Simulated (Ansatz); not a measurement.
Job for Ansatz (a first-principles code): R-PBE/def2-TZVPP on CH3Li (SMILES [Li][CH3]), atoms moved off the minimum.

Ansatz 0.2 input:
```yaml
crystal:
  periodic: [false, false, false]
  atoms:
    - {symbol: Li, position_ang: [-1.08138771, -0.67307329, -0.81043075]}
    - {symbol: C, position_ang: [0.32168580, 0.26136534, 0.20214790]}
    - {symbol: H, position_ang: [0.88268365, -0.54315480, 0.94541301]}
    - {symbol: H, position_ang: [-0.07349381, 0.97249617, 1.00913719]}
    - {symbol: H, position_ang: [1.00565581, 0.75176873, -0.42103860]}
basis:
  gaussian:
    orbitals: def2-TZVPP
hamiltonian:
  xc: {name: PBE}
scf: {lower_state_search: off}
output: {forces: true}
```

Program output:

```
WARN ansatz: RAYON_NUM_THREADS=1 ignored (pool sized by the plan → 1); use --threads N
Functional definition: PBE
these checks for a lower state are left out or cut short: stability, starts, cluster_reference, orbital_swaps, neighbouring_geometries, increment
integrals: 0.01 GiB planned
502 factors; their error is unknown
mean field: 0.17 GiB planned
mean field evaluation 1: about -1275.2081 eV, gradient 7.0e1 eV
mean field evaluation 2: about -1231.9983 eV, gradient 1.0e2 eV
mean field evaluation 4: about -1287.4577 eV, gradient 3.4e0 eV
mean field evaluation 8: about -1287.4837 eV, gradient 3.1e-1 eV
mean field evaluation 16: about -1287.4838 eV, gradient 1.2e-4 eV
mean field -1287.48383578 eV, -47.3141582771 hartree, gradient 2.2e-6 eV, S^2 0.000000; 0 other end points of the search recorded, 0 dependent functions left out
the calculation of the forces begins
reference -1287.48388784 eV, -47.3141601901 hartree; 6, 6 occupied and 86, 86 virtual orbitals, 502 factors
Total energy: -1287.48388784 eV, -47.3141601901 hartree
Atom 0 at    -1.081388    -0.673073    -0.810431 Å, force    -0.056058    -0.032060     0.023537 eV/Å
Atom 1 at     0.321686     0.261365     0.202148 Å, force    -0.994179    -2.099275     3.710718 eV/Å
Atom 2 at     0.882684    -0.543155     0.945413 Å, force    -0.831948     1.617432    -1.886483 eV/Å
Atom 3 at    -0.073494     0.972496     1.009137 Å, force     0.358299    -0.389163    -1.049941 eV/Å
Atom 4 at     1.005656     0.751769    -0.421039 Å, force     1.523886     0.903066    -0.797832 eV/Å
Dipole moment:    -0.798037    -0.532894    -0.607237 e Å
Checks for a lower state left out: stability, starts, cluster_reference, orbital_swaps, neighbouring_geometries, increment
```

Self-consistency was reached.

Cost: very roughly 0.8 core-seconds.
